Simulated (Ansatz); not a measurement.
Computed with Ansatz on PBE0-D4/def2-TZVP structures; ΔE is electronic, products minus reactants. CBS: MP2 limit from def2 TZ/QZ plus the TZ coupled-cluster correction, frozen cores. DFT in def2-TZVPP. Elements past krypton have def2 core potentials. For Te outer-core shells are correlated without core-valence functions, which leaves a few kJ/mol of doubt a bond. Each species was taken in one conformer, which may not be the lowest.

`FC([SiH3])[TeH]` + `[CH3][Al]([OH])[SiH3]` → `[CH3][Al]([SiH3])[O][SiH3]` + `FC[TeH]`  (ligand exchange at the Si–C bond)

CCSD(T)/CBS gives -120.4 kJ/mol.

Task: Another level gave -102.5 kJ/mol. Which?
A. LDA (SPW92)/def2-TZVPP
B. r2SCANh/def2-TZVPP
C. PBE0-D4/def2-TZVPP
D. CAM-B3LYP-D4/def2-TZVPP

Result: A. LDA (SPW92) -102.5, r2SCANh -121.9, CAM-B3LYP-D4 -129.4, PBE0-D4 -114.8 kJ/mol.

Largest T1 diagnostic among the species: 0.013.

From PBE to PBE0 (25 % exact exchange), in def2-TZVPP and without D4, ΔE moves by −9.6 kJ/mol. In def2-TZVPP, CCSD(T) changes the Hartree–Fock value by +31.7 kJ/mol (the triples alone add +5.0 kJ/mol) and MP2 by +31.4 kJ/mol.
